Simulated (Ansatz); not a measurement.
Ansatz (an electronic-structure program) input:

Ansatz 0.2 input:
```yaml
crystal:
  periodic: [false, false, false]
  atoms:
    - {symbol: In, position_ang: [-0.00000000, -0.00000000, -0.30797384]}
    - {symbol: F, position_ang: [0.00000000, 0.00000000, 1.67674645]}
basis:
  gaussian:
    orbitals: def2-SVPD
magnetization: {spin_polarized: true, initial_magnetization: 2}
correlation: {method: ccsd_t, electrons: outside_noble_gas}
output: {forces: true}
```

Predict the final energy.

-288.76632 Eh (CCSD(T)/def2-SVPD). The basis has 55 functions.

This is an excited triplet: at this geometry the singlet lies 3.48 eV lower at CCSD(T)/CBS(def2-TZVPPD,def2-QZVPPD).
